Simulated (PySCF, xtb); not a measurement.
tellurium hexafluoride cation (F6Te), SMILES F[Te](F)(F)(F)(F)F (connectivity only; charge and spin as stated), charge +1, multiplicity 2.

Harmonic wavenumbers (cm⁻¹) from GFN2-xTB (xtb) at its own minimum, in rising order: 50, 50, 50, 74, 74, 74, 110, 110, 111, 348, 348, 376, 376, 376, 419.

Task: What does PBE-D3(BJ)/def2-SVP in PySCF 2.14.0 give at its own minimum? (The exact figures need the calculation; the answer reports its results.)

Result: 107, 151, 172, 223, 235, 239, 248, 259, 270, 373, 538, 637, 675, 695, 710. Paired by order, the mean absolute difference is 172 cm⁻¹ and the zero-point energies are 4.2 and 7.9 kcal/mol.
